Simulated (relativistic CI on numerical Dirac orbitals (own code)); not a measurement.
# One change at a time: Yb²⁴⁺

Base calculation: Dirac-Coulomb-Breit CI, separate exchange-only KLI orbitals for each configuration, model QED, unscaled Slater integrals.

Configurations in the expansion (outside the closed core [Ar] 3d10): 4s²4p⁶4d¹⁰, 4s²4p⁶4d⁹4f, 4s²4p⁵4d¹⁰4f, 4s²4p⁶4d⁹5s, 4s4p⁶4d¹⁰4f, 4s²4p⁶4d⁹5p, 4s²4p⁶4d⁹5d, 4s²4p⁵4d¹⁰5s, 4s²4p⁶4d⁹5f, 4s²4p⁵4d¹⁰5p, 4s²4p⁶4d⁹6s, 4s²4p⁶4d⁹5g, 4s²4p⁶4d⁹6p, 4s²4p⁵4d¹⁰5d, 4s²4p⁶4d⁹6d, 4s4p⁶4d¹⁰5s, 4s²4p⁶4d⁹6f, 4p⁶4d¹⁰4f², 4p⁶4d⁹4f³, 4p⁵4d¹⁰4f³, 4p⁶4d⁹4f²5s, 4p⁶4d⁹4f²5p, 4p⁶4d⁹4f²5d. Double excitations out of closed p, d and f shells are left out; levels of such configurations are missing from the list, as are those of other unlisted configurations, and high levels can miss mixing partners. These lack a partner that the ground configuration has and come out too high: 4s²4p⁵4d¹⁰5s, 4s²4p⁶4d⁹5f, 4s²4p⁵4d¹⁰5p, 4s²4p⁶4d⁹6s, 4s²4p⁶4d⁹5g.

The lowest level and the first level of each name with at least 55 % of one term (blank where a level has no safe partner in the second run):

```csv
Level,Base (cm⁻¹),Shift (cm⁻¹)
4s²4p⁶4d¹⁰ ¹S0,0,0
4s²4p⁶4d⁹4f ³P°0,1369913,+97
4s²4p⁶4d⁹4f ³P°1,1383656,+72
4s²4p⁶4d⁹4f ³P°2,1410991,+30
4s²4p⁶4d⁹4f ³H°5,1420948,+91
4s²4p⁶4d⁹4f ³H°6,1427645,+16
4s²4p⁶4d⁹4f ³F°3,1441871,+84
4s²4p⁶4d⁹4f ³F°4,1461823,+12
4s²4p⁶4d⁹4f ³G°5,1475124,+11
4s²4p⁶4d⁹4f ³D°1,1481764,-41
4s²4p⁶4d⁹4f ³H°4,1512912,-127
4s²4p⁶4d⁹4f ³G°3,1554207,-184
4s²4p⁶4d⁹4f ¹F°3,1572038,-168
4s²4p⁶4d⁹4f ¹P°1,1859972,-63
```

At this charge energies of transitions that change n are usually good to better than 1 %, and those within a shell (Δn = 0) to a few per cent.

**Question.** One thing was changed in a second run, which moved the levels as shown. Which?
A. configuration mixing switched off
B. one mean potential for all configurations
C. QED terms removed
D. Breit term removed

**Answer.** C. QED terms removed. QED shifts follow the density of s (and p1/2) electrons at the nucleus, so configurations move by their count of such electrons; where none moves, the smaller shifts of p3/2 electrons and of j = l + 1/2 against j = l − 1/2 set the pattern.

LS names give the leading component of a level, which can be under half, so a name can repeat, a term be missing and a line seem to break the LS rules.
